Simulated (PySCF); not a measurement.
Working out the excitation energy of C

C [He] 2s2 2p2 (3P) → C [He] 2s1 2p2 3s1 (5P). Calculation: PySCF 2.14, in aug-cc-pwCVDZ (5s4p2d, 27 functions); the non-relativistic Hamiltonian (point nucleus). Frozen: 1s2. Energies in hartree (1 hartree = 27.21139 eV):

```json
{"part": "UHF", "C (lower)": "-37.687797", "C (upper)": "-37.273925"}
{"part": "CCSD correlation", "C (lower)": "-0.078247", "C (upper)": "-0.017660"}
{"part": "(T)", "C (lower)": "-0.001314", "C (upper)": "-0.000104"}
```

Question: What does Hartree-Fock give?

Answer: (-37.273925) − (-37.687797) = 0.413872 hartree = 11.262 eV.

Question: What do CCSD and CCSD(T) give?

Answer: The CCSD correlation energies differ by 0.060587 hartree = 1.649 eV and the triples by 0.001210 hartree = 0.033 eV, so CCSD gives 12.911 eV and CCSD(T) 12.944 eV.

The upper state lies above the first ionisation limit, but in LS coupling its spin forbids autoionisation to the ground ion. A Rydberg-like electron needs more diffuse functions than a valence basis has.

A double-zeta basis recovers only part of the correlation energy.
